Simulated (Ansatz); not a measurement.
Geometry optimisation, RKS PBE/def2-SVP in Ansatz.

The input (input.yaml):

```yaml
crystal:
  periodic: [false, false, false]
  atoms:
    - { symbol: Sn, position_ang: [0.157217, -0.135403, -0.018926] }
    - { symbol: Cl, position_ang: [0.458556, -0.24073, 2.360592] }
    - { symbol: O, position_ang: [1.944472, 0.144697, -0.837289] }
    - { symbol: H, position_ang: [2.422399, -0.709767, -0.856288] }
    - { symbol: O, position_ang: [-0.86455, 1.447011, -0.645945] }
    - { symbol: H, position_ang: [-1.782349, 1.309014, -0.329341] }
    - { symbol: Cl, position_ang: [-0.661909, -2.226149, -0.795679] }
    - { symbol: "N", position_ang: [-2.872423, -0.380144, 1.272161] }
    - { symbol: H, position_ang: [-2.80261, -0.945926, 0.423023] }
    - { symbol: H, position_ang: [-3.115689, 0.600646, 1.113252] }
    - { symbol: H, position_ang: [-2.059716, -0.491749, 1.91094] }
basis:
  gaussian: { orbitals: def2-SVP }
hamiltonian:
  xc: pbe
relax:
  f_tol: 0.03
  max_steps: 50
```

Run as:

```bash
$ ansatz run input.yaml --threads 4 --pin off --max-ram 5120MiB --backend cpu --events-out ev --progress --plain --runs-dir out
```

Where does it end, and by what steps?

The run converged. The force dipped under the threshold on the way, but the program's further checks kept it going. After 23 steps the energy has fallen by 0.106 eV; Cl7 moved furthest, 1.52 Å.

| step | energy less start (eV) | largest force component (eV/Å) | accepted |
| --- | --- | --- | --- |
| 0 | 0.0000 | 0.511 | yes |
| 1 | -0.0088 | 0.323 | yes |
| 2 | -0.0202 | 0.300 | yes |
| 3 | -0.0331 | 0.255 | yes |
| 4 | -0.0525 | 0.198 | yes |
| 5 | -0.0580 | 0.355 | yes |
| 6 | -0.0652 | 0.157 | yes |
| 7 | -0.0707 | 0.049 | yes |
| 8 | -0.0732 | 0.046 | yes |
| 9 | -0.0766 | 0.155 | yes |
| 10 | -0.0779 | 0.297 | yes |
| 11 | -0.0828 | 0.196 | yes |
| 12 | -0.0885 | 0.132 | yes |
| 13 | -0.0930 | 0.304 | yes |
| 14 | -0.0954 | 0.229 | yes |
| 15 | -0.0998 | 0.018 | yes |
| 16 | -0.1020 | 0.070 | yes |
| 17 | -0.1027 | 0.133 | yes |
| 18 | -0.1039 | 0.098 | yes |
| 19 | -0.1050 | 0.013 | yes |
| 20 | -0.1055 | 0.097 | yes |
| 21 | -0.1057 | 0.109 | yes |
| 22 | -0.1060 | 0.043 | yes |
| 23 | -0.1061 | 0.015 | yes |

```xyz
11
Properties=species:S:1:pos:R:3
Sn 0.403 -0.620 -0.277
Cl 0.313 -0.933 2.079
O 1.916 0.565 -0.787
H 2.748 0.049 -0.783
O -1.272 0.269 -0.832
H -1.880 0.278 -0.045
Cl 0.692 -2.737 -1.276
N -3.172 0.389 1.556
H -3.585 -0.237 0.860
H -3.050 1.333 1.179
H -2.291 0.016 1.924
```

Whether the end is a true minimum wasn't checked by a vibrational analysis.

Run time: 44 s on 4 threads of Arm Neoverse V1, with other jobs on the host, peak memory 0.2 GiB.
